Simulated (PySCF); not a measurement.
Compound: C5H9BO2.
Z-matrix (Å and degrees, PBE0-D3(BJ)/def2-SVP geometry), rows numbered from 1:
```
C 
C   1  1.3451
C   2  1.5021  1  120.59
C   2  1.4781  1  121.23  3   179.55
C   4  1.3502  2  121.25  1   179.05
B   4  1.5816  2  122.77  1    -0.74
O   6  1.3583  4  121.54  2    40.80
O   6  1.3668  4  120.82  2  -141.35
H   1  1.0909  2  121.84  3   178.44
H   1  1.0934  2  120.57  3    -0.05
H   3  1.1024  2  111.42  1   121.37
H   3  1.0982  2  111.07  1     0.84
H   3  1.1025  2  111.20  1  -119.52
H   5  1.0936  4  123.23  2    -0.92
H   5  1.0951  4  121.25  2  -178.96
H   7  0.9642  6  110.99  4   178.08
H   8  0.9620  6  111.79  4     6.20
```

All values: B3LYP/def2-SVPD (PySCF, non-relativistic), on one gas-phase PBE0-D3(BJ)/def2-SVP geometry that isn't relaxed in the solvent. The solvent is an IEF-PCM continuum (van der Waals radii × 1.2), and excitations are vertical TDDFT with non-equilibrium linear response and a frozen core. The model holds no explicit solvent molecules, cavitation or dispersion.

Gas-phase singlets (H = HOMO, L = LUMO):

| state | E (eV) | λ (nm) | f | leading configurations |
| --- | --- | --- | --- | --- |
| S1 | 5.302 | 234 | 0.348 | H→L 89% |
| S2 | 5.681 | 218 | 0.010 | H→L+1 96% |
| S3 | 6.171 | 201 | 0.038 | H-2→L 41%, H→L+2 33%, H-1→L 23% |
| S4 | 6.211 | 200 | 0.078 | H-2→L 48%, H→L+2 46% |
| S5 | 6.474 | 192 | 0.008 | H→L+3 85%, H→L+4 9% |

What are the lowest 5 singlets in benzene (ε = 2.271)?

| state | E (eV) | λ (nm) | f | leading configurations | change by rank (eV) |
| --- | --- | --- | --- | --- | --- |
| S1 | 5.146 | 241 | 0.506 | H→L 95% | -0.156 |
| S2 | 5.726 | 217 | 0.004 | H→L+1 98% | +0.045 |
| S3 | 6.135 | 202 | 0.080 | H→L+2 69%, H-1→L 21% | -0.036 |
| S4 | 6.173 | 201 | 0.027 | H-2→L 82%, H→L+2 13% | -0.038 |
| S5 | 6.545 | 189 | 0.006 | H→L+3 84% | +0.071 |

The ground-state energy changes by -0.125 eV from gas to benzene. By how much does the total energy of gas-phase S1 change?

E(S1) = E(S0) + excitation energy, so it changes by -0.125 − 0.156 = -0.281 eV: it is lowered more than the ground state, which is what a red shift means. This is the vertical state, with the slow part of the continuum still set for S0.

How do the frontier levels move from gas to benzene?

```tsv
orbital	gas (eV)	solvent (eV)	change (eV)
LUMO+2	0.47	0.49	+0.02
LUMO+1	-0.15	-0.06	+0.09
LUMO	-1.27	-1.23	+0.04
HOMO	-6.56	-6.53	+0.03
HOMO-1	-8.48	-8.44	+0.04
HOMO-2	-8.74	-8.68	+0.06
HOMO-3	-9.11	-9.08	+0.03
```

The HOMO–LUMO gap goes from 5.29 to 5.31 eV.

Hardware: an Arm Neoverse N1 with one thread, on a shared host. Cost: 75 s of wall time, 1.1 GiB resident at most. This is the whole response run at B3LYP/def2-SVPD in benzene, SCF included.
